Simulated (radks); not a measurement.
All-electron atom: Cr in [Ar] 3d5 4s1 (the NIST ground configuration). Calculated with a radial shooting solver on a logarithmic mesh with Libxc functionals: Dirac Kohn-Sham, LDA (Slater exchange, Perdew-Wang correlation), spin-unpolarised, spherical densities, finite nucleus; open shells are shared between the two j in proportion to 2j + 1; Fermi nuclear charge, rms radius 3.6452 fm.

Radial electron density D(r) = 4 pi r^2 rho(r):

r (bohr),D(r) (e/bohr)
0.002743,0.8439
0.003601,1.384
0.004764,2.271
0.006253,3.613
0.008208,5.621
0.01077,8.494
0.01414,12.36
0.01871,17.25
0.02456,22.35
0.03224,26.66
0.04231,28.72
0.05554,27.62
0.0729,24.30
0.09646,21.99
0.1266,24.11
0.1662,29.29
0.2181,31.11
0.2863,24.79
0.3788,14.59
0.4972,10.38
0.6527,12.38
0.8567,12.97
1.124,9.138
1.488,4.486
1.953,2.013
2.563,1.055
3.365,0.5879
4.416,0.2649
5.843,0.07643
7.67,0.01298
10.07,0.001088

D(r) has 3 maxima, at r = 0.0440, 0.205, 0.778 bohr, and minima at 0.0980, 0.501 bohr, inside which lie 2.12, 10.59 electrons.
